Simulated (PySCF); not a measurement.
Electronic structure of P⁺ (phosphorus, charge +1) at the UHF level

Configuration: [Ne] 3s2 3p2, high-spin 3P determinant. All numbers are calculated (PySCF 2.14, no relativity, point nucleus, in aug-cc-pV(5+d)Z (8s7p6d4f3g2h, 136 functions)).

| Item | Value |
| --- | --- |
| Total energy | -340.355148 hartree |
| One-electron energy | -465.7901 hartree |
| Hartree (Coulomb) energy | 147.8026 hartree |
| Exchange energy | -22.3677 hartree |
| Kinetic energy | 340.34176 hartree |
| ⟨S²⟩ | 2.0135 |
| ⟨L²⟩ | 2.040 |
| Sum of ⟨r⟩ | 12.09 bohr |
| Sum of ⟨r²⟩ | 20.83 bohr² |
| Traceless quadrupole moment −½Σ⟨3z² − r²⟩ along its main axis | 2.13 e·bohr² |
| Density at the nucleus (Gaussians lack the cusp) | 2180 bohr⁻³ |
| Spin density at the nucleus | -0.0553 bohr⁻³ |
| Langevin diamagnetic susceptibility | -16.5 ×10⁻⁶ cm³/mol |

```csv
shell,electrons,mean orbital energy (eV),spread (eV),"rms radius, mean of both spins (bohr)"
1s α,1,-2187.5,0,0.120
1s β,1,-2187.0,0,0.120
2s α,1,-215.59,0,0.562
2s β,1,-215.11,0,0.562
2p α,3,-158.32,0.462,0.540
2p β,3,-157.42,0.551,0.540
3s α,1,-30.966,0,1.99
3s β,1,-25.421,0,1.99
3p α,2,-19.736,0,2.29
```

Spin-orbit constants ζ (cm⁻¹) from the X2C one-electron operator on these orbitals (non-relativistic here): bare nucleus, nucleus screened by l(l+1)(2l+1)/3 electrons, and screened by the Breit-Pauli mean field of the electrons.

```tsv
shell	bare	screened nucleus	mean field
2p	5430	4706	4379
3p	347.4	301.1	275.4
```

To first order the Landé constant is A = 137.7 cm⁻¹, so the lowest level has J = 0 and lies 0.0342 eV below the centre of the term. This holds in LS coupling only.
